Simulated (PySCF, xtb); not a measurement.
BrCl2H2NSi, SMILES N[Si](Cl)(Br)Cl. Other conformers were not sampled.

Harmonic wavenumbers (cm⁻¹) from GFN2-xTB run with xtb at its own minimum, in rising order: 107, 117, 168, 175, 190, 210, 358, 378, 495, 536, 796, 933, 1487, 3490, 3527.

### Question
What does B3LYP-D3(BJ)/def2-SVP (PySCF) give at its own minimum? (Estimate from the structure and the level; the computed values follow.)

### Answer
94, 136, 178, 208, 224, 285, 349, 395, 545, 591, 835, 910, 1525, 3570, 3670. Paired by order, the mean absolute difference is 43 cm⁻¹ and the zero-point energies are 18.5 and 19.3 kcal/mol.
